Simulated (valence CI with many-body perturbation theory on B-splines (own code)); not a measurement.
# Dy LIX: electric-dipole lines

Level of theory: relativistic CI+MBPT: six valence electrons over a frozen Dirac-Fock core [He], radial functions for each j: 9 s, 9 p, 8 d, 6 f, 3 g, 1 h, with the one-electron correlation potential Σ1, the two-electron term Σ2, the three-electron term Σ3, Breit, model QED; selected CI, second order for the rest, scaled by the run's own slope (own B-spline code, finite nucleus).

No measured spectrum was set against this ion. As an estimate, large intervals hold to a few tenths of a per cent, small ones and those within an open d or f shell to about a per cent. Among the levels kept, up to 2100 cm⁻¹ of a level comes from second order outside the variational space, and about a tenth of that is noise between levels of different J, which matters for small intervals.

Lines 151 to 200 of 200 in falling wavelength, among levels below 8104.7 eV, chosen from the strongest by gf and those to the six lowest levels. Wavelengths and rates use the calculated energies. Electric multipoles are in the length gauge with retardation, E1 and E2 with the static RPA response of the core. Weak lines are less certain than strong ones. Lines between different terms over intervals too small for the method are left out, as are lines whose strength nearly cancels. The highest levels of a list are the least certain.

Levels are named by their leading jj configuration (3d3/2^4 stands for four electrons in 3d with j = 3/2), which in mixed levels can hold well under half, so a name can repeat and another be missing. Letters in brackets count levels of one name in rising energy.

```
λ vac (Å)                               Upper                       Lower   A (s⁻¹)  S (a.u.) with core polarisation  S without
    1.820  (2s^2 2p1/2 2p3/2^2 3p3/2) J=2 [c]    (2s 2p1/2^2 2p3/2^3) J=1  8.82e+10                         1.31e-06   1.30e-06
    1.820         (2s^2 2p1/2 2p3/2^2 3s) J=3    (2s^2 2p1/2 2p3/2^3) J=2  2.22e+13                         4.61e-04   4.60e-04
    1.819  (2s^2 2p1/2 2p3/2^2 3p3/2) J=1 [a]    (2s 2p1/2^2 2p3/2^3) J=2  1.17e+12                         1.04e-05   1.04e-05
    1.818     (2s^2 2p1/2 2p3/2^2 3s) J=1 [a]    (2s^2 2p1/2 2p3/2^3) J=1  1.12e+14                         9.97e-04   9.95e-04
    1.818  (2s^2 2p1/2 2p3/2^2 3p3/2) J=1 [c]    (2s 2p1/2^2 2p3/2^3) J=1  3.84e+11                         3.42e-06   3.41e-06
    1.818     (2s^2 2p1/2 2p3/2^2 3s) J=2 [b]    (2s^2 2p1/2 2p3/2^3) J=2  1.18e+14                         1.75e-03   1.75e-03
    1.817         (2s^2 2p1/2^2 2p3/2 3s) J=2  (2s^2 2p1/2^2 2p3/2^2) J=2  6.40e+13                         9.47e-04   9.46e-04
    1.816  (2s^2 2p1/2 2p3/2^2 3p3/2) J=3 [b]    (2s 2p1/2^2 2p3/2^3) J=2  7.52e+11                         1.56e-05   1.56e-05
    1.815         (2s^2 2p1/2^2 2p3/2 3s) J=1  (2s^2 2p1/2^2 2p3/2^2) J=2  1.07e+14                         9.50e-04   9.48e-04
    1.813     (2s^2 2p1/2 2p3/2^2 3s) J=2 [b]    (2s^2 2p1/2 2p3/2^3) J=1  1.69e+13                         2.48e-04   2.48e-04
    1.813  (2s^2 2p1/2 2p3/2^2 3p3/2) J=1 [b]    (2s 2p1/2^2 2p3/2^3) J=2  7.85e+11                         6.92e-06   6.90e-06
    1.811     (2s 2p1/2^2 2p3/2^2 3s) J=1 [a]    (2s 2p1/2^2 2p3/2^3) J=2  6.20e+13                         5.45e-04   5.44e-04
    1.808     (2s 2p1/2^2 2p3/2^2 3s) J=2 [b]    (2s 2p1/2^2 2p3/2^3) J=2  1.23e+12                         1.80e-05   1.80e-05
    1.807     (2s^2 2p1/2 2p3/2^2 3s) J=1 [b]    (2s^2 2p1/2 2p3/2^3) J=2  5.50e+13                         4.80e-04   4.79e-04
    1.804  (2s^2 2p1/2 2p3/2^2 3p3/2) J=2 [b]    (2s 2p1/2^2 2p3/2^3) J=2  3.97e+12                         5.75e-05   5.74e-05
    1.804     (2s 2p1/2^2 2p3/2^2 3s) J=1 [b]    (2s 2p1/2^2 2p3/2^3) J=2  4.59e+12                         3.99e-05   3.98e-05
    1.803         (2s^2 2p1/2 2p3/2^2 3s) J=0    (2s^2 2p1/2 2p3/2^3) J=1  6.77e+13                         1.96e-04   1.96e-04
    1.802     (2s^2 2p1/2 2p3/2^2 3s) J=1 [b]    (2s^2 2p1/2 2p3/2^3) J=1  1.10e+13                         9.57e-05   9.56e-05
    1.801  (2s^2 2p1/2 2p3/2^2 3p3/2) J=2 [c]    (2s 2p1/2^2 2p3/2^3) J=2  3.64e+11                         5.25e-06   5.24e-06
    1.799  (2s^2 2p1/2 2p3/2^2 3p3/2) J=1 [c]    (2s 2p1/2^2 2p3/2^3) J=2  1.58e+13                         1.36e-04   1.36e-04
    1.724      (2s 2p1/2^2 2p3/2^2 3p1/2) J=2    (2s^2 2p1/2 2p3/2^3) J=2  9.44e+10                         1.19e-06   1.19e-06
    1.724      (2s 2p1/2^2 2p3/2^2 3p1/2) J=3    (2s^2 2p1/2 2p3/2^3) J=2  4.26e+10                         7.55e-07   7.53e-07
    1.720      (2s 2p1/2^2 2p3/2^2 3p1/2) J=2    (2s^2 2p1/2 2p3/2^3) J=1  6.38e+11                         8.00e-06   8.00e-06
    1.715      (2s^2 2p1/2^2 2p3/2 3d3/2) J=1  (2s^2 2p1/2^2 2p3/2^2) J=0  7.52e+13                         5.62e-04   5.63e-04
    1.713      (2s^2 2p1/2 2p3/2^2 3d3/2) J=1    (2s^2 2p1/2 2p3/2^3) J=2  3.47e+13                         2.58e-04   2.59e-04
    1.712      (2s^2 2p1/2 2p3/2^2 3d3/2) J=2    (2s^2 2p1/2 2p3/2^3) J=2  1.49e+13                         1.85e-04   1.85e-04
    1.711      (2s^2 2p1/2 2p3/2^2 3d3/2) J=3    (2s^2 2p1/2 2p3/2^3) J=2  1.74e+13                         3.02e-04   3.02e-04
    1.708      (2s^2 2p1/2 2p3/2^2 3d3/2) J=1    (2s^2 2p1/2 2p3/2^3) J=1  2.77e+13                         2.04e-04   2.04e-04
    1.708      (2s^2 2p1/2 2p3/2^2 3d3/2) J=2    (2s^2 2p1/2 2p3/2^3) J=1  1.19e+13                         1.46e-04   1.46e-04
    1.708      (2s^2 2p1/2 2p3/2^2 3d3/2) J=0    (2s^2 2p1/2 2p3/2^3) J=1  2.07e+14                         5.08e-04   5.09e-04
    1.706      (2s^2 2p1/2^2 2p3/2 3d3/2) J=2  (2s^2 2p1/2^2 2p3/2^2) J=2  7.08e+13                         8.67e-04   8.67e-04
    1.704      (2s^2 2p1/2^2 2p3/2 3d3/2) J=3  (2s^2 2p1/2^2 2p3/2^2) J=2  8.82e+12                         1.51e-04   1.51e-04
    1.703      (2s^2 2p1/2^2 2p3/2 3d3/2) J=1  (2s^2 2p1/2^2 2p3/2^2) J=2  1.67e+14                         1.22e-03   1.22e-03
    1.695      (2s^2 2p1/2^2 2p3/2 3d5/2) J=1  (2s^2 2p1/2^2 2p3/2^2) J=0  8.61e+14                         6.21e-03   6.21e-03
    1.689      (2s^2 2p1/2^2 2p3/2 3d5/2) J=2  (2s^2 2p1/2^2 2p3/2^2) J=2  6.31e+14                         7.50e-03   7.50e-03
    1.686      (2s^2 2p1/2^2 2p3/2 3d5/2) J=3  (2s^2 2p1/2^2 2p3/2^2) J=2  1.40e+15                         2.32e-02   2.32e-02
    1.683      (2s^2 2p1/2^2 2p3/2 3d5/2) J=1  (2s^2 2p1/2^2 2p3/2^2) J=2  7.18e+13                         5.07e-04   5.07e-04
    1.632     (2s^2 2p1/2 2p3/2^2 3s) J=1 [a]  (2s^2 2p1/2^2 2p3/2^2) J=0  2.56e+11                         1.65e-06   1.65e-06
    1.624     (2s^2 2p1/2 2p3/2^2 3s) J=2 [a]  (2s^2 2p1/2^2 2p3/2^2) J=2  1.45e+13                         1.53e-04   1.52e-04
    1.621     (2s^2 2p1/2 2p3/2^2 3s) J=1 [a]  (2s^2 2p1/2^2 2p3/2^2) J=2  3.07e+13                         1.94e-04   1.93e-04
    1.620     (2s^2 2p1/2 2p3/2^2 3s) J=1 [b]  (2s^2 2p1/2^2 2p3/2^2) J=0  2.70e+13                         1.70e-04   1.69e-04
    1.619         (2s^2 2p1/2 2p3/2^2 3s) J=3  (2s^2 2p1/2^2 2p3/2^2) J=2  2.34e+13                         3.43e-04   3.42e-04
    1.617     (2s^2 2p1/2 2p3/2^2 3s) J=2 [b]  (2s^2 2p1/2^2 2p3/2^2) J=2  1.34e+13                         1.40e-04   1.39e-04
    1.609     (2s^2 2p1/2 2p3/2^2 3s) J=1 [b]  (2s^2 2p1/2^2 2p3/2^2) J=2  2.84e+11                         1.75e-06   1.75e-06
    1.543      (2s^2 2p1/2 2p3/2^2 3d3/2) J=1  (2s^2 2p1/2^2 2p3/2^2) J=0  1.18e+13                         6.42e-05   6.43e-05
    1.543      (2s 2p1/2^2 2p3/2^2 3p1/2) J=2  (2s^2 2p1/2^2 2p3/2^2) J=2  1.58e+14                         1.43e-03   1.43e-03
    1.542      (2s 2p1/2^2 2p3/2^2 3p1/2) J=3  (2s^2 2p1/2^2 2p3/2^2) J=2  4.01e+14                         5.08e-03   5.08e-03
    1.533      (2s^2 2p1/2 2p3/2^2 3d3/2) J=1  (2s^2 2p1/2^2 2p3/2^2) J=2  7.87e+13                         4.20e-04   4.21e-04
    1.533      (2s^2 2p1/2 2p3/2^2 3d3/2) J=2  (2s^2 2p1/2^2 2p3/2^2) J=2  8.49e+13                         7.55e-04   7.56e-04
    1.532      (2s^2 2p1/2 2p3/2^2 3d3/2) J=3  (2s^2 2p1/2^2 2p3/2^2) J=2  1.27e+14                         1.58e-03   1.58e-03
```
